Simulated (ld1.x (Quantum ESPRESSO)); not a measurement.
rubidium: one change to a TM potential, before and after

- Element: rubidium
- Generator: ld1.x (Quantum ESPRESSO) 7.5
- Type: norm-conserving Troullier–Martins (Kleinman–Bylander form)
- Functional: PBE
- Relativity: scalar-relativistic
- Frozen core: [Ar] 3d10
- Valence charge: 9
- Reference configuration: 4s2 4p6 4d0 5s0.5 5p0 (charge +0.5)
- Partial waves: 4s (bound): rc 2.25 bohr; 4d (bound, empty): rc 3.90 bohr; 4p (bound): rc 1.60 bohr
- Local potential: the p channel
- Core correction: none

Occupied shells without a wave of their own: 5s. They enter only through the test configuration that unscreens the potential.

Change: all radii scaled by about 0.84 (s 1.90, p 1.34, d 3.28 bohr).

Cutoffs: the cutoffs (Ry, on a coarse ladder) from which the occupation-weighted sum of valence levels, in a spherical-Bessel basis at the reference potential, stays within 10 and 1 mRy of its value at 400 Ry; they do not see the model core or the augmentation charge, which bear on the density cutoff. Errors are all-electron minus pseudo energies relative to the spin-unpolarised reference configuration.

How do hardness, ghosts and transferability respond?

The potential gets harder (35 Ry and 70 Ry → 40 Ry and 80 Ry); the bound ghost in d disappears; of the 7 tests that both files solve, the error grows in 0 and shrinks in 7 by more than 15 % and 0.3 meV (median size 46.1 → 13.8 meV). A smaller radius makes the pseudo-wave follow the all-electron one further in, where it bends more sharply, so more plane waves are needed. Less of the atom is replaced, so other configurations are described better.

| quantity | base | changed |
| --- | --- | --- |
| cutoff, loose | 35 Ry | 40 Ry |
| cutoff, tight | 70 Ry | 80 Ry |
| loose cutoff by channel (10 mRy a level) | s 15 Ry, p 25 Ry | s 18 Ry, p 25 Ry |
| bound ghosts | d | none |
| largest miss of a reference level, eV | 0.11 | 0.03 |
| error for 4s2 4p6 4d0 5s1 5p0, meV [ΔE -1.58 eV] | +42 | +12 |
| error for 4s2 4p6 4d0 5s0 5p0, meV [ΔE 2.58 eV] | -76 | -22 |
| error for 4s2 4p6 4d0 5s0 5p1, meV [ΔE -0.06 eV] | -44 | -12 |
| error for 4s2 4p6 4d1 5s0 5p0, meV [ΔE 0.66 eV] | -46 | -14 |
| error for 4s2 4p6 4d0.5 5s0.5 5p0, meV [ΔE -0.46 eV] | +2.4 | +0.5 |
| error for 4s2 4p5 4d0 5s1 5p0, meV [ΔE 19.56 eV] | +154 | +45 |
| error for 4s1 4p6 4d0 5s1 5p0, meV [ΔE 36.16 eV] | +97 | +29 |

 A true bound ghost makes a file unfit for plane-wave use even where its test errors are small: the radial tests pick states by their node count and pass the ghost by.
